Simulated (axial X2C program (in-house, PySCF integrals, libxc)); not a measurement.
# What spin–orbit coupling does to SeS

Computed with an in-house all-electron X2C program for linear molecules (integrals from PySCF). Spin-free means the one-electron spin-free X2C Hamiltonian; two-component (2c) means X2C with spin–orbit coupling and atomic mean-field two-electron Coulomb and Gaunt terms, so the difference of the two also holds small scalar two-electron terms. Basis: Se dyall-cv3z [8s9p6d4f1g], S dyall-av3z [9s8p3d2f] (cores contracted in-house); Gaussian nuclei, density fitting, unrestricted open shells. Masses: Se 79.917 u, S 31.972 u.

Spin-free state: M_S = 1, Λ = 0 (beyond evenly filled blocks: π+α, π-α); fragments Se + S.

| level | Re (Å) | ωe (cm⁻¹) | De (eV) | μ (D) |
| --- | --- | --- | --- | --- |
| PBE0 | 2.030 | 573.5 | 4.042 | -0.67 |
| BP86 | 2.065 | 526.9 | 4.397 | -0.64 |

Dipoles are positive if S is the positive end.

Two-component determinant lowest at the distance of the search:

Ω = 1 (⟨Sz⟩ = 1.00, ⟨Lz⟩ = 0.00 at PBE0); fragments Se + S.

```tsv
level	Re (Å)	ωe (cm⁻¹)	De (eV)	μ (D)
PBE0	2.031	572.3	3.984	-0.68
BP86	2.066	525.8	4.331	-0.64
```

From the two tables, how do the constants change at the PBE0 level (2c against spin-free)?

At the PBE0 level Re rises by 0.001 Å and ωe drops by 1.2 cm⁻¹; De is not compared, since the atomic limits differ or miss part of their spin–orbit lowering.

One determinant describes the state; a PBE0 search over occupations chose it and may have missed a lower one. De is counted from the lowest determinant-based energies of the atoms at the same level, without counterpoise correction. Density functionals use the spin component along the axis (collinear). In 2c an atomic determinant is not the ground J level, so De misses part of the atomic spin–orbit lowering. This holds for PBE0, BP86. Other states lie close and PBE0, whose exact exchange favours high spin, may order them wrongly; the determinant shown need not be the ground state. The nearest other spin-free determinant of the search, M_S = 0, Λ = 2, lies 0.66 eV up at the distance of the search. Without a current term, density functionals place determinants with orbital angular momentum somewhat too high. With several unpaired electrons one determinant need not be a pure state. Open-shell Ω = 0 determinants with evenly filled partner blocks cannot be reached by this program, so the Ω shown need not be the lowest component. This is the Ω = 1 component of a π² triplet; the 0⁺ component is not one determinant and can lie lowest.
